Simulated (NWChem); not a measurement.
Correlation energy of Hg

```
Hg
```
Charge 0, spin multiplicity 1.

The numbers come from NWChem runs, not from measurements.

Basis set: def2-QZVP. Each correlation energy counts from its own Hartree-Fock reference.

Effective core potentials replace the inner electrons of Hg; spin-orbit coupling is left out. The correlated methods keep 4 core orbitals frozen. No row is a measurement; the coupled-cluster row has its own basis-set and correlation limits.

Question: For the correlation energy, MP2 gives -450.3 mHa and SCS-MP2 gives -405.9 mHa. What do CR-CCSD[T], CR-CCSD(T), CCSD give?

Answer: CR-CCSD[T]: -424.1 mHa; CR-CCSD(T): -423.8 mHa; CCSD: -410.2 mHa.
